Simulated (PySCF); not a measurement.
Stepwise substitution at one centre (In C2H5-I). Isolated molecules, 0 K electronic values unless said otherwise. One relaxed conformer stands for each flexible species; it need not be the lowest. Strings in code marks are SMILES.

The S1 excitation (TDA) from two functionals at the same geometries (CAM-B3LYP-D3(BJ)/def2-SVP), both in PySCF: PBE-D3(BJ)/def2-TZVP and CAM-B3LYP-D3(BJ)/def2-TZVP. Excitations are Tamm–Dancoff values on a coarser integration grid. The basis has no diffuse functions, so Rydberg states are missing or too high.

```json
[
 {"species": "0 of 3 C2H5 replaced by I (`C[CH2][In]([CH2]C)[CH2]C`)", "PBE-D3(BJ)/def2-TZVP (eV)": "3.78", "CAM-B3LYP-D3(BJ)/def2-TZVP (eV)": "4.31"},
 {"species": "1 of 3 C2H5 replaced by I", "PBE-D3(BJ)/def2-TZVP (eV)": "3.69", "CAM-B3LYP-D3(BJ)/def2-TZVP (eV)": "4.36"},
 {"species": "3 of 3 C2H5 replaced by I (`[I][In]([I])[I]`)", "PBE-D3(BJ)/def2-TZVP (eV)": "3.01", "CAM-B3LYP-D3(BJ)/def2-TZVP (eV)": "3.87"}
]
```

Over these rows, drawn at random from the members with no instability flagged (it was tested for open shells, ions and some series alone), PBE minus CAM-B3LYP-D3(BJ): mean -0.68 eV, from -0.85 eV to -0.53 eV.
